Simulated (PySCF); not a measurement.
Sb(Br)(Me)2 (C₂H₆BrSb), SMILES [CH3][Sb]([CH3])[Br]. Atoms are numbered in the order given.

```xyz
10

Sb    -0.7475     0.4379     0.0000
Br     1.7400    -0.1060     0.0000
C     -1.2365    -0.9568     1.5807
H     -0.8868    -0.5622     2.5445
H     -2.3294    -1.0852     1.6174
H     -0.7544    -1.9235     1.3811
C     -1.2365    -0.9568    -1.5807
H     -0.8868    -0.5622    -2.5445
H     -0.7544    -1.9235    -1.3811
H     -2.3294    -1.0852    -1.6174
```
Charge 0, spin multiplicity 1.

The structure is a stationary point at PBE0-D3(BJ)/def2-SVP. The structure was generated by enumeration; whether it is a known compound was not checked. The def2 effective core potentials stand for the cores of Sb; spin–orbit coupling is left out.

Calculation: PBE0-D3(BJ)/def2-SVP in PySCF.

Frequencies are harmonic and unscaled.

Question: Estimate the vibrational spectrum. (The exact figures need the calculation; the answer reports its results.)

Answer: 
| mode | ν (cm⁻¹) | IR (km/mol) | Raman (Å⁴/amu) | depolarisation | moving atoms (share of kinetic energy) |
|---|---|---|---|---|---|
| 1 | 106 | 0.1 | 0.6 | 0.75 | H 84 %, C 9 % |
| 2 | 124 | 0.0 | 1.1 | 0.75 | H 86 %, C 12 % |
| 3 | 135 | 0.4 | 3.0 | 0.75 | C 45 %, H 41 %, Br 8 % |
| 4 | 144 | 0.4 | 3.0 | 0.69 | C 42 %, H 34 %, Br 14 %, Sb 9 % |
| 5 | 187 | 1.1 | 3.4 | 0.74 | C 52 %, H 37 %, Sb 11 % |
| 6 | 247 | 21.2 | 8.4 | 0.29 | Br 59 %, Sb 40 % |
| 7 | 521 | 14.4 | 34.8 | 0.09 | C 72 %, H 18 %, Sb 10 % |
| 8 | 523 | 22.0 | 20.2 | 0.75 | C 70 %, H 18 %, Sb 11 % |
| 9 | 725 | 3.9 | 0.2 | 0.75 | H 87 %, C 13 % |
| 10 | 751 | 1.0 | 1.2 | 0.75 | H 84 %, C 16 % |
| 11 | 766 | 23.3 | 1.7 | 0.70 | H 82 %, C 17 % |
| 12 | 839 | 27.1 | 3.5 | 0.75 | H 79 %, C 20 % |
| 13 | 1211 | 0.3 | 3.8 | 0.75 | H 82 %, C 18 % |
| 14 | 1225 | 2.9 | 6.5 | 0.14 | H 83 %, C 17 % |
| 15 | 1415 | 9.0 | 5.1 | 0.75 | H 95 % |
| 16 | 1424 | 0.0 | 19.7 | 0.75 | H 95 % |
| 17 | 1425 | 5.5 | 20.7 | 0.72 | H 95 % |
| 18 | 1437 | 16.2 | 2.1 | 0.40 | H 95 % |
| 19 | 3064 | 5.4 | 261.9 | 0.01 | H 98 % |
| 20 | 3064 | 3.8 | 6.1 | 0.75 | H 98 % |
| 21 | 3183 | 0.1 | 32.1 | 0.75 | H 90 %, C 10 % |
| 22 | 3183 | 1.8 | 137.7 | 0.75 | H 90 %, C 10 % |
| 23 | 3202 | 0.1 | 108.0 | 0.74 | H 90 %, C 10 % |
| 24 | 3202 | 0.9 | 14.7 | 0.75 | H 90 %, C 10 % |
